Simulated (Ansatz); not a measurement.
Input file for Ansatz (a first-principles code): U-CAM-B3LYP/def2-TZVPP on PdF, 2S+1 = 2, a spin state set in the input, which need not be the lowest, a point of a bond scan (R = 1.922 Å). Elements past Kr take the def2 small-core potentials; no spin–orbit coupling.

Ansatz 0.2 input:
```yaml
crystal:
  periodic: [false, false, false]
  atoms:
    - {symbol: Pd, position_ang: [0.00000000, 0.00000000, 0.00000000]}
    - {symbol: F, position_ang: [0.00000000, 0.00000000, 1.92227900]}
basis:
  gaussian:
    orbitals: def2-TZVPP
    pivot_positions_ang: [[0.00000000, 0.00000000, 0.00000000], [0.00000000, 0.00000000, 1.92227900]]
hamiltonian:
  xc: {name: CAM-B3LYP}
magnetization: {spin_polarized: true, initial_magnetization: 1}
output: {forces: true, orbitals: {seedname: ./end}}
```

Program output:

```
WARN ansatz: RAYON_NUM_THREADS=1 ignored (pool sized by the plan → 1); use --threads N
Functional definition: CAM-B3LYP
integrals: 0.02 GiB planned
528 factors; their error is unknown
integrals: 0.05 GiB planned
109 factors; integrals over basis functions are off by at most 2.8e-5 eV
mean field: 0.30 GiB planned
mean field evaluation 1: about -6192.8139 eV, gradient 3.3e1 eV
mean field evaluation 2: about -6189.8261 eV, gradient 4.8e1 eV
mean field evaluation 4: about -6196.1050 eV, gradient 1.9e0 eV
mean field evaluation 8: about -6196.1177 eV, gradient 6.3e-2 eV
mean field evaluation 16: about -6196.1692 eV, gradient 7.1e-4 eV
mean field evaluation 32: about -6195.9928 eV, gradient 1.9e0 eV
mean field -6196.16915616 eV, -227.7050165746 hartree, gradient 2.4e-5 eV, S^2 0.750875; 2 other end points of the search recorded, 0 dependent functions left out
the calculation of the forces begins
reference -6196.16925876 eV, -227.7050203450 hartree; 14, 13 occupied and 73, 74 virtual orbitals, 528 factors
Total energy: -6196.16925876 eV, -227.7050203450 hartree
Atom 0 at     0.000000     0.000000     0.000000 Å, force    -0.000000    -0.000000     0.096107 eV/Å
Atom 1 at     0.000000     0.000000     1.922279 Å, force     0.000000     0.000000    -0.096107 eV/Å
Dipole moment:    -0.000000    -0.000000    -1.036287 e Å
```

The calculation finished and met its thresholds.

Cost: roughly 5 core-seconds.
